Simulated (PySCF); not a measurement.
# Ionisation energy of O⁷⁺ by level of theory

O⁷⁺ 1s1 (2S) → O⁸⁺ (bare nucleus), as a difference of total energies. All numbers are calculated (PySCF 2.14, the non-relativistic Hamiltonian (point nucleus), in an uncontracted even-tempered set (15 s from 2.2 bohr⁻², ratio 2.2; 7 p from 3.6 bohr⁻², ratio 2.4; 4 d from 11 bohr⁻², ratio 2.4; 3 f from 16 bohr⁻², ratio 2.4; 3 g from 24 bohr⁻², ratio 2.4)). The calculations carry no spin-orbit coupling.

```json
{"method": "UHF", "ionisation energy (eV)": "870.76"}
{"method": "LDA", "ionisation energy (eV)": "862.39"}
{"method": "PBE", "ionisation energy (eV)": "869.53"}
{"method": "PBE0", "ionisation energy (eV)": "869.87"}
{"method": "r2SCAN", "ionisation energy (eV)": "870.77"}
{"method": "PW91", "ionisation energy (eV)": "869.80"}
{"method": "revPBE", "ionisation energy (eV)": "870.52"}
```

These non-relativistic numbers lack the scalar-relativistic shift.

For comparison: 871.41 eV (theoretical estimate listed by NIST; NIST Atomic Spectra Database, ionization energies).
